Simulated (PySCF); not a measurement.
A TDDFT job was run through a driver script with this input:

```
{"job": {"kind": "uv", "xc": "CAM-B3LYP", "basis": "def2-SVPD", "ip": true}, "charge": 0, "multiplicity": 1}
N      3.020356     0.163013    -0.086966
C      1.977960     0.100065    -1.098432
C      0.561663     0.091952    -0.571105
C     -0.126880     1.289135    -0.343214
C     -1.407801     1.297512     0.203094
C     -2.006372     0.085208     0.522604
F     -3.236575     0.082006     1.034983
C     -1.355059    -1.123514     0.310787
C     -0.074829    -1.109268    -0.236723
H      2.924353    -0.624434     0.552969
H      2.890211     0.995274     0.486859
H      2.143671    -0.803854    -1.707634
H      2.107144     0.956891    -1.780225
H      0.346786     2.240207    -0.605338
H     -1.953522     2.226711     0.378155
H     -1.860595    -2.055956     0.569232
H      0.439983    -2.058521    -0.414057
```

Its output, with some lines taken out ([cut]) and without the SCF cycles:

```
converged SCF energy = -425.6577319824

[cut]

Singlet excitations
state   eV       nm        f      main configurations
  1   5.2695    235.3   0.01716   H->L 0.67, H-2->L+1 0.23
  2   5.9937    206.9   0.07015   H->L+1 0.74, H-2->L 0.24
[cut]
  4   6.4496    192.2   0.00937   H-1->L 0.69, H->L 0.20
  5   6.6843    185.5   0.02062   H->L+2 0.43, H-1->L+1 0.27, H-2->L 0.10
[cut]
[cut]
  8   7.1902    172.4   0.11725   H-1->L+2 0.34, H->L+4 0.21, H->L+2 0.17
  9   7.3805    168.0   0.00572   H->L+3 0.79
 10   7.4341    166.8   0.02770   H->L+4 0.39, H->L+5 0.37

[cut]
Vertical ionisation energy (delta-SCF) = 8.8761 eV
```

Method used: PySCF, TDDFT CAM-B3LYP/def2-SVPD, vertical, gas phase, core orbitals frozen in the response. Geometry: PBE0-D3(BJ)/def2-SVP, one conformer, isolated molecule.

Q: What stood in the cut lines?

A: 
```
Static polarisability (au): isotropic 89.358, principal 61.218 93.664 113.194
  3   6.3961    193.8   0.08730   H-1->L+1 0.35, H->L+2 0.27, H-2->L 0.14
  6   7.0260    176.5   0.49350   H-2->L 0.44, H-1->L+1 0.25, H->L+1 0.14
  7   7.0919    174.8   0.43667   H-2->L+1 0.64, H-1->L 0.20, H->L 0.10
Triplet excitations (Tamm-Dancoff, eV): 4.0332 4.4461 4.7514 5.4279
```

Q: What transition dipole goes with state 6?

A: |μ|² = 3f / (2ΔE) = 3 × 0.4935 / (2 × 0.2582) = 2.867 au, so |μ| = 4.30 D.

Q: How many basis functions and electrons does this run hold?

A: 247 basis functions for 66 electrons in 33 doubly occupied orbitals.

Q: Give the mean polarisability in Å³.

A: 89.36 au × 0.148185 = 13.24 Å³.

Q: Write the structure that the coordinates describe.

A: `NCC1=CC=C(F)C=C1` (C7H8FN), point group Cs.

H and L stand for HOMO and LUMO.

Shape of the structure used: `[NH2:1][CH2:2][c:3]1[cH:4][cH:5][c:6]([F:7])[cH:8][cH:9]1`: N1–C2–C3–C4 89°, H–N1–C2–C3 58°, H–N1–C2–C3 -58°.
